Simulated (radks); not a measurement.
The numbers below are computed, except where a source is named.
Valence configurations of Sn+ (all share [Kr]). Level of theory: Dirac Kohn-Sham, PBE, spin-unpolarised, spherical densities, finite nucleus; open shells fill j = l - 1/2 first; Fermi nuclear charge, rms radius 4.6519 fm (a radial shooting solver on a logarithmic mesh with Libxc functionals). Energies are relative to 4d10 5s2 5p1; eigenvalues in eV.

valence           E (eV)  e(4d3/2)  e(4d5/2)  e(5p1/2)  e(5p3/2)  e(5s1/2)
4d10 5s2 5p1       0.000   -34.251   -33.207   -10.559         -   -17.696
4d10 5s1.5 5p1.5   3.587   -34.918   -33.873   -10.886         -   -18.098
4d10 5s1 5p2       7.211   -35.569   -34.521   -11.203         -   -18.486
4d10 5p3          15.185   -37.058   -36.006   -11.927   -11.303         -
4d9 5s2 5p2       24.814   -40.228   -39.129   -12.140         -   -19.934
4d9 5s1 5p3       33.381   -41.668   -40.564   -12.836   -12.125   -20.782
4d8 5s2 5p3       54.793   -46.393   -45.237   -13.742   -12.942   -22.175
4d8 5s1.5 5p3.5   59.430   -47.069   -45.912   -14.065   -13.251   -22.566
4d8 5s1 5p4       64.108   -47.734   -46.574   -14.379   -13.551   -22.946
4d8 5p5           73.581   -49.028   -47.864   -14.984   -14.128         -

NIST lists [Kr] 4d10 5s2 5p1 as the ground configuration; this level of theory agrees among the configurations tried. The energies are those of spherical spin-averaged densities, not of single terms.
